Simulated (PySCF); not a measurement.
An unknown is described by computed data only.

Elements present: C, F, H and N. Monoisotopic mass: 135.0860 u.

| Item | Value |
| --- | --- |
| Rotational structure | rotational constants A, B, C: 2.056, 1.381, 1.161 GHz [GFN2-xTB] |
| 13C NMR | chemical shifts (computed TMS as zero) by class: 120.6 (1 C), 42.9 (1 C), 39.5 (1 C), 30.4 (1 C), 21.1 (1 C), 21.0 (1 C) ppm [GIAO PBE0/pcSseg-1] |
| 1H NMR | chemical shifts (computed TMS as zero) by class: 6.51 (1 H), 2.22 (1 H), 1.32 (1 H), 1.23 (3 H), 1.13 (1 H), 1.11 (3 H), 0.96 (1 H) ppm [GIAO PBE0/pcSseg-1] |
| NMR, other nuclei | isotropic shieldings of nuclei other than C and H, by class: 231 (1 N), 308 (1 F), 325 (1 F) ppm [GIAO PBE0/pcSseg-1] |
| Dipole | 1.92 D [PBE0/pcSseg-1] |

Gas-phase values; electronic properties from PySCF, density fitting. Levels stand in brackets. One conformer (not necessarily the lowest) at the GFN2-xTB geometry, without solvent, vibrations or thermal averaging. NMR classes are plain means over equivalent atoms (diastereotopic ones count apart unless rotation or inversion swaps them), as if these changed places fast.

Question: Which formula fits the mass and the elements?

Answer: C6H11F2N (calculated 135.0860). No other formula that holds each of these elements comes within 0.0003 u with a fitting electron parity and a possible valence count.

Question: What is the compound? Reason from the data.

Answer: Numbering: `[CH3:1][CH:2]([CH3:3])[C@@:4]1([CH:5]([F:6])[F:7])[CH2:8][NH:9]1`. Its formula, C6H11F2N, gives 1 degree of unsaturation: 1 ring and 0 π bonds in the structure found. 6 carbons fall into 6 classes; from least to most shielded: CHF2 carbon [C5] (120.6 ppm), ring sp3 carbon bound to nitrogen [C4] (42.9 ppm), sp3 CH carbon [C2] (39.5 ppm), ring sp3 carbon bound to nitrogen [C8] (30.4 ppm), methyl carbon [C1] (21.1 ppm), methyl carbon [C3] (21.0 ppm). Hydrogen classes from least to most shielded: 1 H on a CHF2 carbon, C5 (6.51 ppm), 1 H on an sp3 carbon bound to nitrogen, C8 (2.22 ppm), 1 H on an sp3 carbon bound to nitrogen, C8 (1.32 ppm), 3 H on a methyl carbon, C1 (1.23 ppm, a mean of values up to 0.8 ppm apart in this geometry), 1 H on an sp3 CH carbon, C2 (1.13 ppm), 3 H on a methyl carbon, C3 (1.11 ppm), 1 H on a secondary amine nitrogen, N9 (0.96 ppm). The other shieldings belong to: 231 ppm, secondary amine nitrogen [N9]; 308 ppm, fluorine of a CF2 group [F6]; 325 ppm, fluorine of a CF2 group [F7]. The optimised geometry has point group C1 and is an asymmetric top. Structure: `CC(C)[C@@]1(C(F)F)CN1`. Computed isomers that give other values at the same levels: `C=C(C)[C@@H](NC)C(F)F` (13C chemical shifts (computed TMS as zero) by class: 151.1 (1 C), 124.9 (1 C), 122.8 (1 C), 75.2 (1 C), 36.1 (1 C), 17.5 (1 C) ppm); `CC[C@@]1(C(F)F)CCN1` (13C chemical shifts (computed TMS as zero) by class: 122.6 (1 C), 66.7 (1 C), 44.5 (1 C), 35.2 (1 C), 27.3 (1 C), 7.7 (1 C) ppm). The assignments are read from this structure; whether some other isomer fits the data as well wasn't checked. The mirror image fits equally.

Shape of the structure used: `[CH3:1][CH:2]([CH3:3])[C@@:4]1([CH:5]([F:6])[F:7])[CH2:8][NH:9]1`: C1–C2–C4–C5 56°, C2–C4–C5–F6 -81°.
